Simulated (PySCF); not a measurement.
# What settings do to a single point of [Tl(OH)4]−

The sound run of [Tl(OH)4]− (singlet) uses PySCF 2.14.0, RKS B3LYP, Tl def2-SVP with ECP60, O def2-SVP, H def2-SVP; non-relativistic Hamiltonian with scalar-relativistic core potentials where named; density fitting; no spin-orbit coupling, grid (50, 194), threshold 1e-8 Eh and 55 cycles, at the relaxed geometry:

```xyz
9

Tl    0.0000    0.0000    0.0001
O     1.0179    1.5220    1.1680
H     1.8269    1.0637    1.4407
O    -1.0179   -1.5220    1.1680
H    -1.8269   -1.0637    1.4407
O     1.5220   -1.0180   -1.1678
H     1.0634   -1.8268   -1.4409
O    -1.5220    1.0180   -1.1678
H    -1.0634    1.8268   -1.4409
```

There Tl1 has a Mulliken charge of 0.49 e and the dipole about the centre of mass is 0.00 D. Each run below changes one thing and starts from free metal ions and neutral atoms unless it says otherwise; with 55 cycles, smearing, a level shift and second-order steps follow where DIIS fails, and their cycles count. Energy shifts count from the sound run.

```tsv
change	outcome	cycles	energy shift (eV)	largest force component (eV/Å)	charge on Tl1 (e)	dipole about the centre of mass (D)
threshold 0.0001	converged	5	0.0001	0.01	0.49	0.00
O2 put 0.5 Å from Tl1, limit 69 cycles	converged	16	1109.92	4572.51	2.76	2.74
all coordinates × 0.94	converged	8	0.97	3.12	0.50	0.00
charge changed by +5, spin kept, limit 83 cycles	refused	–	–	–	–	–
```

Task: How does the run with this change end: grid (40, 110)?

Result: outcome converged, cycles 9, energy shift (eV) 0.0122, largest force component (eV/Å) 0.04, charge on Tl1 (e) 0.49, dipole about the centre of mass (D) 0.00.

Unsound on purpose, so not properties of the compound: O2 put 0.5 Å from Tl1, limit 69 cycles.

Forces carry noise of the integration grid, about 0.01 to 0.03 eV/Å.
